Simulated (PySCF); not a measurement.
C2H3F3O, SMILES FC(F)(F)OC. The structure is a stationary point at PBE-D3(BJ)/def2-SVP.

Problem. Give the equilibrium geometry at PBE-D3(BJ)/def2-SVP (PySCF confirms it by a frequency run) as bond lengths and angles, and its point group. (Estimate from the structure and the level; the computed values follow.)

Solution. point group Cs.
Atoms: C1 O2 C3 F4 F5 F6 H7 H8 H9. Bonded distances (Å): C1–O2 1.432, C1–H7 1.109, C1–H8 1.109, C1–H9 1.104, O2–C3 1.348, C3–F4 1.359, C3–F5 1.336, C3–F6 1.359. Angles (°): O2–C1–H7 110.9, O2–C1–H8 110.9, O2–C1–H9 106.1, H7–C1–H8 109.6, H7–C1–H9 109.6, H8–C1–H9 109.6, C1–O2–C3 115.8, O2–C3–F4 112.5, O2–C3–F5 108.2, O2–C3–F6 112.5, F4–C3–F5 108.5, F4–C3–F6 106.4, F5–C3–F6 108.5.
Charge 0, spin multiplicity 1.
